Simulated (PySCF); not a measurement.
Compound: C2H12B2N2.
SMILES: `CC[NH+]1[BH2-][NH2+][BH2-]1`

Torsions of this conformer, `[CH3:1][CH2:2][NH+:3]1[BH2-:4][NH2+:5][BH2-:6]1`: C1–C2–N3–B4 -176°.

The closed-shell ground state was solved at several levels (PySCF, density fitting, gas phase, non-relativistic). One conformer (not necessarily the lowest) at the PBE0-D3(BJ)/def2-SVP geometry, without solvent, vibrations or thermal averaging.

```tsv
level	basis functions	HOMO (eV)	LUMO (eV)	gap (eV)	dipole (D)
B3LYP/6-31G*	108	-7.30	1.77	9.07	0.16
B3LYP/pcJ-0	114	-7.64	1.97	9.61	0.14
CAM-B3LYP/def2-SVPD	216	-9.24	0.92	10.16	0.15
B3LYP/pcJ-1	282	-7.60	0.73	8.33	0.14
B3LYP/def2-TZVP	258	-7.58	0.43	8.01	0.14
```

Question: What might PBE0/pcSseg-1 (162 basis functions) give for the same quantities?

Answer: HOMO -7.80 eV, LUMO 1.07 eV, gap 8.87 eV, dipole 0.16 D.

Question: Over all these levels, which gives the widest orbital gap and which the narrowest?

Answer: CAM-B3LYP/def2-SVPD (range-separated hybrid) has the widest, 10.16 eV, and B3LYP/def2-TZVP (global hybrid, 20 % exact exchange) the narrowest, 8.01 eV. Functional and basis both differ between the two, so the spread mixes both effects.

Question: How much does the basis alone move the frontier levels among the 4 B3LYP rows?

Answer: The HOMO by 0.34 eV and the LUMO by 1.54 eV. By rising basis size (HOMO, LUMO in eV): 6-31G* -7.30, 1.77; pcJ-0 -7.64, 1.97; def2-TZVP -7.58, 0.43; pcJ-1 -7.60, 0.73.

Question: How far do the dipole and the HOMO energy spread over the levels?

Answer: The dipole runs from 0.14 to 0.16 D (mean 0.15 D) and the HOMO from -9.24 to -7.30 eV.
